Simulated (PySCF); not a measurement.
Sr(F)2 anion (F2Sr), SMILES [F][Sr][F] (connectivity only; charge and spin as stated), charge -1, multiplicity 2.

Geometry: B3LYP-D3(BJ)/def2-TZVPD. The multiplicity is an assumed one; other spin states were not compared. The isomer is the one that the SMILES or the coordinates give; other isomers of the formula were not compared. The def2 effective core potentials stand for the cores of Sr; spin–orbit coupling is left out.

Calculation: PySCF with ωB97X/def2-TZVPD.

The molecule is in vacuum.

Computed frontier levels, dipole moment and polarisability:
```yaml
"α spin, highest occupied and lowest empty level": -0.81 and 3.80 eV
"β spin, highest occupied and lowest empty level": -7.09 and 5.13 eV
dipole_moment_about_the_centre_of_nuclear_charge: 0.419 e·Å
mean_static_polarisability: 294.4 bohr³ (43.63 Å³)
polarisability_principal_values: 187.9, 231.4, 464.0 bohr³
"⟨S²⟩": 0.750 (pure state 0.75)
```
